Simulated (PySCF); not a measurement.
C2H7AlO (SMILES [CH3][Al]([CH3])[OH]), singlet, geometry from GFN2-xTB (such geometries of metal compounds can be far from the true shape).

Input for PySCF:
```python
from pyscf import gto, scf, dft

mol = gto.Mole()
mol.atom = '''
    Al    0.043679   -0.010718    0.029488
    C    -1.447521   -1.341956    0.047402
    H    -1.118745   -2.314560   -0.328485
    H    -2.301928   -1.034421   -0.557003
    H    -1.813852   -1.515963    1.062702
    C     0.014488    1.693605   -1.014839
    H     0.858129    1.750486   -1.707909
    H     0.099546    2.564659   -0.359573
    H    -0.896184    1.819201   -1.602035
    O     1.381678   -0.339048    0.932768
    H     2.149974   -0.527579    1.451443
'''
mol.basis = 'sto-3g'
mol.charge = 0
mol.spin = 0
mol.verbose = 4
mol.build()

mf = dft.RKS(mol)
mf.xc = 'b3lyp5'
mf.kernel()
```

Problem. What nuclear repulsion energy does PySCF with B3LYP5/STO-3G give?

Solution. 153.7401 Eh

Problem. Predict the HOMO-LUMO gap from B3LYP5/STO-3G.

Solution. 8.36 eV

Problem. What Mulliken (on the basis functions themselves) charges in atom order does B3LYP5/STO-3G give?

Solution. Al1 0.94, C2 -0.44, H3 0.04, H4 0.05, H5 0.04, C6 -0.44, H7 0.04, H8 0.04, H9 0.05, O10 -0.53, H11 0.21
